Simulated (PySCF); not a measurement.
C₆H₁₄Se, charge -1, doublet, at the geometry of the source list (a state made from the parent by changing its charge; the spin is typed, not shown lowest) (in this run its highest filled SCF level lies above zero, so its values depend strongly on the basis, on diffuse functions most of all), with bond 13-3 at 2.0 times its length; M062X/STO-3G run with PySCF.

PySCF was given this input:
```python
from pyscf import gto, scf, dft

mol = gto.M(
    atom='''
C     1.99890000    1.06120000    0.24190000
C     1.50440000   -0.37290000    0.28330000
C     2.61270000   -1.36210000   -0.03850000
Se    0.01220000   -0.66590000   -1.02620000
C    -1.53940000   -0.00590000    0.06450000
C    -1.84740000    1.44750000   -0.24600000
C    -2.73910000   -0.89900000   -0.20260000
H     2.40850000    1.29020000   -0.74060000
H     2.78170000    1.20560000    0.98540000
H     1.19470000    1.76170000    0.45420000
H     1.06810000   -0.59890000    1.26190000
H     2.24880000   -2.38530000    0.04170000
H     4.27710000   -1.09610000    1.34370000
H     2.97700000   -1.20510000   -1.05490000
H    -1.21060000   -0.11680000    1.10310000
H    -1.00000000    2.09040000   -0.02320000
H    -2.09710000    1.56160000   -1.29930000
H    -2.69660000    1.78060000    0.34820000
H    -2.49560000   -1.94200000   -0.00880000
H    -3.05830000   -0.80560000   -1.23930000
H    -3.56780000   -0.61010000    0.44260000
''',
    basis='sto-3g',
    charge=-1,
    spin=1,
    verbose=4,
)

mf = dft.UKS(mol)
mf.xc = 'm062x'
mf.kernel()
mf.analyze()
```

What the program printed (banner, timings and long lists left out):

```
PySCF version 2.14.0

[INPUT] verbose = 4
[INPUT] num. atoms = 21
[INPUT] num. electrons = 85
[INPUT] charge = -1
[INPUT] spin (= nelec alpha-beta = 2S) = 1
[INPUT] symmetry False subgroup None
[INPUT] Mole.unit = angstrom
[INPUT] Symbol           X                Y                Z      unit          X                Y                Z       unit  Magmom
[...]
nuclear repulsion = 559.452268084218
number of shells = 40
number of NR pGTOs = 186
number of NR cGTOs = 62
basis = sto-3g
ecp = {}

******** <class 'pyscf.dft.uks.UKS'> ********
method = UKS
initial guess = minao
damping factor = 0
level_shift factor = 0
DIIS = <class 'pyscf.scf.diis.CDIIS'>
diis_start_cycle = 1
diis_space = 8
diis_damp = 0
SCF conv_tol = 1e-09
SCF conv_tol_grad = None
SCF max_cycles = 50
direct_scf = True
direct_scf_tol = 1e-13
number electrons alpha = 43  beta = 42
XC library pyscf.dft.libxc version 7.1.2
    S. Lehtola, C. Steigemann, M. J. T. Oliveira, and M. A. L. Marques,  SoftwareX 7, 1–5 (2018)
XC functionals = m062x
    Y. Zhao and D. G. Truhlar,  Theor. Chem. Acc. 120, 215 (2008)
    Y. Zhao and D. G. Truhlar,  Theor. Chem. Acc. 120, 215 (2008)
radial grids:
    Treutler-Ahlrichs [JCP 102, 346 (1995); DOI:10.1063/1.469408] (M4) radial grids

becke partition: Becke, JCP 88, 2547 (1988); DOI:10.1063/1.454033
pruning grids: <function nwchem_prune>
grids dens level: 3
symmetrized grids: False
atomic radii adjust function: <function treutler_atomic_radii_adjust>
small_rho_cutoff = 0
Set gradient conv threshold to 3.16228e-05
tot grids = 242448
init E= -2606.21906274398

cycle= 1 E= -2608.60362825077  delta_E= -2.38  |g|= 0.393  |ddm|= 3.85
cycle= 2 E= -2608.76009706508  delta_E= -0.156  |g|= 0.214  |ddm|= 1.45
cycle= 3 E= -2608.79978483518  delta_E= -0.0397  |g|= 0.0672  |ddm|= 0.486
cycle= 4 E= -2608.80347894664  delta_E= -0.00369  |g|= 0.0146  |ddm|= 0.146
cycle= 5 E= -2608.8038621979  delta_E= -0.000383  |g|= 0.00403  |ddm|= 0.0618
cycle= 6 E= -2608.80389133159  delta_E= -2.91e-05  |g|= 0.00186  |ddm|= 0.0193
cycle= 7 E= -2608.80389600801  delta_E= -4.68e-06  |g|= 0.000551  |ddm|= 0.00712
cycle= 8 E= -2608.80389667555  delta_E= -6.68e-07  |g|= 0.00021  |ddm|= 0.00296
cycle= 9 E= -2608.80389680926  delta_E= -1.34e-07  |g|= 0.000101  |ddm|= 0.00131
cycle= 10 E= -2608.80389685021  delta_E= -4.09e-08  |g|= 2.49e-05  |ddm|= 0.000979
cycle= 11 E= -2608.80389685198  delta_E= -1.78e-09  |g|= 1.01e-05  |ddm|= 0.000179
cycle= 12 E= -2608.8038968522  delta_E= -2.14e-10  |g|= 3.03e-06  |ddm|= 5.13e-05
Extra cycle  E= -2608.80389685221  delta_E= -1e-11  |g|= 1.48e-06  |ddm|= 1.26e-05
converged SCF energy = -2608.80389685221  <S^2> = 0.75086092  2S+1 = 2.0008607
**** SCF Summaries ****
Total Energy =                       -2608.803896852206890
Nuclear Repulsion Energy =             559.452268084217621
One-electron Energy =                -4769.984424567420319
Two-electron Energy =                 1601.728259630996263
Two-electron Coulomb Energy =         1727.863075580966097
DFT Exchange-Correlation Energy =     -126.134815949969806
**** MO energy ****
                             alpha | beta                alpha | beta
[...]
To work with the spin densities directly, `use mulliken_meta_spin()` only printing them here.

 ** Mulliken spin pop alpha/beta on meta-lowdin orthogonal AOs **
 ** Mulliken Spin Density (per AO)  **
spin_pop of  0 C 1s       -0.00000
spin_pop of  0 C 2s       -0.00006
spin_pop of  0 C 2px       0.00097
spin_pop of  0 C 2py       0.00042
spin_pop of  0 C 2pz       0.00013
spin_pop of  1 C 1s        0.00000
spin_pop of  1 C 2s        0.00078
spin_pop of  1 C 2px      -0.00614
spin_pop of  1 C 2py      -0.00108
spin_pop of  1 C 2pz       0.00609
spin_pop of  2 C 1s        0.00000
spin_pop of  2 C 2s        0.04630
spin_pop of  2 C 2px       0.10329
spin_pop of  2 C 2py       0.01427
spin_pop of  2 C 2pz       0.08542
spin_pop of  3 Se 1s        0.00000
spin_pop of  3 Se 2s        0.00000
spin_pop of  3 Se 3s        0.00001
spin_pop of  3 Se 4s        0.00735
spin_pop of  3 Se 2px       0.00000
spin_pop of  3 Se 2py       0.00000
spin_pop of  3 Se 2pz       0.00000
spin_pop of  3 Se 3px       0.00002
spin_pop of  3 Se 3py       0.00000
spin_pop of  3 Se 3pz       0.00004
spin_pop of  3 Se 4px       0.01158
spin_pop of  3 Se 4py       0.00063
spin_pop of  3 Se 4pz       0.03175
spin_pop of  3 Se 3dxy      0.00000
spin_pop of  3 Se 3dyz      0.00000
spin_pop of  3 Se 3dz^2    -0.00000
spin_pop of  3 Se 3dxz      0.00001
spin_pop of  3 Se 3dx2-y2    0.00003
spin_pop of  4 C 1s        0.00000
spin_pop of  4 C 2s        0.00136
spin_pop of  4 C 2px       0.00254
spin_pop of  4 C 2py       0.00068
spin_pop of  4 C 2pz       0.00283
spin_pop of  5 C 1s       -0.00000
spin_pop of  5 C 2s       -0.00005
spin_pop of  5 C 2px      -0.00004
spin_pop of  5 C 2py      -0.00008
spin_pop of  5 C 2pz      -0.00003
spin_pop of  6 C 1s        0.00000
spin_pop of  6 C 2s        0.00010
spin_pop of  6 C 2px      -0.00010
spin_pop of  6 C 2py       0.00022
spin_pop of  6 C 2pz      -0.00002
spin_pop of  7 H 1s       -0.00010
spin_pop of  8 H 1s       -0.00038
spin_pop of  9 H 1s       -0.00022
spin_pop of  10 H 1s        0.00149
spin_pop of  11 H 1s       -0.00874
spin_pop of  12 H 1s        0.70631
spin_pop of  13 H 1s       -0.00903
spin_pop of  14 H 1s        0.00034
spin_pop of  15 H 1s        0.00005
spin_pop of  16 H 1s        0.00004
spin_pop of  17 H 1s        0.00028
spin_pop of  18 H 1s        0.00008
spin_pop of  19 H 1s        0.00003
spin_pop of  20 H 1s        0.00063
 ** Mulliken Spin Density (per atom)  **
spin density of  0 C =      0.00147
spin density of  1 C =     -0.00035
spin density of  2 C =      0.24928
spin density of  3 Se =      0.05141
spin density of  4 C =      0.00741
spin density of  5 C =     -0.00020
spin density of  6 C =      0.00019
spin density of  7 H =     -0.00010
spin density of  8 H =     -0.00038
spin density of  9 H =     -0.00022
spin density of  10 H =      0.00149
spin density of  11 H =     -0.00874
spin density of  12 H =      0.70631
spin density of  13 H =     -0.00903
spin density of  14 H =      0.00034
spin density of  15 H =      0.00005
spin density of  16 H =      0.00004
spin density of  17 H =      0.00028
spin density of  18 H =      0.00008
spin density of  19 H =      0.00003
spin density of  20 H =      0.00063
 ** Mulliken pop alpha/beta on meta-lowdin orthogonal AOs **
 ** Mulliken pop       alpha | beta **
In total            43.00000 | 42.00000
 ** Mulliken atomic charges   ( Nelec_alpha | Nelec_beta ) **
charge of  0C =     -0.13062  (     3.06604      3.06458 )
charge of  1C =     -0.04382  (     3.02173      3.02208 )
charge of  2C =     -0.32009  (     3.28468      3.03540 )
charge of  3Se =     -0.10682  (    17.07912     17.02770 )
charge of  4C =     -0.07973  (     3.04357      3.03616 )
charge of  5C =     -0.13466  (     3.06723      3.06743 )
charge of  6C =     -0.13274  (     3.06647      3.06627 )
charge of  7H =      0.03127  (     0.48432      0.48442 )
charge of  8H =      0.03972  (     0.47995      0.48033 )
charge of  9H =      0.01135  (     0.49421      0.49444 )
charge of  10H =      0.00907  (     0.49621      0.49472 )
charge of  11H =     -0.04412  (     0.51769      0.52643 )
charge of  12H =     -0.28104  (     0.99368      0.28736 )
charge of  13H =     -0.04740  (     0.51919      0.52822 )
charge of  14H =      0.02875  (     0.48579      0.48545 )
charge of  15H =      0.04230  (     0.47887      0.47882 )
charge of  16H =      0.03542  (     0.48231      0.48227 )
charge of  17H =      0.02322  (     0.48853      0.48825 )
charge of  18H =      0.04236  (     0.47886      0.47878 )
charge of  19H =      0.03397  (     0.48303      0.48300 )
charge of  20H =      0.02359  (     0.48852      0.48789 )

WARN: System has nonzero charge -1; the dipole moment is origin-dependent.
Location of origin: [0. 0. 0.]

Dipole moment(X, Y, Z, Debye): -11.13102,  5.08011, -0.12838
```
